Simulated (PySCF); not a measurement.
## Dipole moment and polarisability of `C[P@](=O)(O)C(F)(F)F`

Species: C2H4F3O2P.
Structure used (GFN2-xTB), in Å, numbered top down from 1:
```
atom  x, y, z in Å
C1    -1.3882   -0.6892    0.3889
P2    -0.0277    0.5118    0.4193
O3     0.4238    1.0696    1.6892
O4    -0.4358    1.6182   -0.6579
C5     1.3612   -0.3894   -0.4950
F6     2.3840    0.4429   -0.7047
F7     0.9813   -0.8627   -1.6872
F8     1.8150   -1.4296    0.2078
H9    -1.6395   -0.9507   -0.6346
H10   -2.2451   -0.2336    0.8793
H11   -1.0883   -1.5758    0.9427
H12   -0.1395    2.4878   -0.3739
```

Level: wB97X-D/def2-SVPD (PySCF), static field, nuclei fixed, core orbitals frozen in the response. The polarisability tensor in these axes (au):

```
x   57.92  1.83 -1.14
y    1.83 56.88  1.33
z   -1.14  1.33 54.11
```

**Question.** What are the eigenvalues, a third of the trace, and Δα (Δα² = ½Σ(αi − αj)² over the three pairs)?

**Answer.** Principal values 52.92, 56.68 and 59.30 au; mean 56.30 au = 8.34 Å³ = 9.28 × 10⁻⁴⁰ C²·m²/J; Δα = 5.56 au (10 % of the mean).

**Question.** What is the dipole moment, and where does it point?

**Answer.** (-2.82, -0.22, -1.25) D, 3.10 D in size, pointing from the negative to the positive side. Measured along this direction, the outermost atoms are F6 at the negative end and H9 and H10 at the positive end.

**Question.** Estimate the molar refractivity from the static electronic polarisability.

**Answer.** Lorentz–Lorenz: R = (4π/3)N_A α = 2.5225 cm³/(mol·Å³) × 8.34 Å³ = 21.0 cm³/mol, in the limit of long wavelengths.

**Question.** Find the Langevin capture rate constant for O2+ (31.990 u) meeting this molecule (147.990 u), k = 2.342 × 10⁻⁹ cm³/s × √(α in Å³ / reduced mass in u).

**Answer.** The reduced mass is 26.30 u, so k = 1.32 × 10⁻⁹ cm³/s. The formula leaves out the permanent dipole, which adds to the capture rate.

**Question.** In a dilute gas of rigid molecules at 400 K, how does the orientational term μ²/3kT compare with the electronic polarisability?

**Answer.** In Gaussian units μ²/3kT = 57.88 Å³ against 8.34 Å³, a ratio of 6.94; the Debye molar polarisation (4π/3)N_A(α + μ²/3kT) is 167.0 cm³/mol, leaving out the vibrational part.

**Question.** Give the eigenvalues of the traceless quadrupole moment Θ = ½Σq(3rr − r²1), origin at the centre of nuclear charge.

**Answer.** -13.29, 2.89, 10.41 D·Å. The values depend on the origin, since the dipole doesn't vanish. The electronic extent ⟨r²⟩ about the same centre is 969 bohr², a root-mean-square distance of 1.91 Å for the 74 electrons.

One conformer (not necessarily the lowest) at the GFN2-xTB geometry, without solvent, vibrations or thermal averaging.
